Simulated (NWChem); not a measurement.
Species: GeICl, singlet; SMILES [Ge]([Cl])[I]

Computed with NWChem. Low-valent species are run as closed-shell singlets; no triplet was tried in these runs. The geometry was optimised at PBE0/def2-SVP. def2 effective core potentials on I; no spin-orbit coupling. Ions are spin-unrestricted doublets at the neutral geometry; other ion states weren't tried.

**Question.** Estimate the computed values for B3LYP/def2-SVP. Quantities: vertical ionisation energy, ΔSCF (eV); −ε(HOMO) (eV).

**Answer.** 
```json
{
 "vertical ionisation energy, ΔSCF (eV)": "9.52",
 "−ε(HOMO) (eV)": "7.21"
}
```
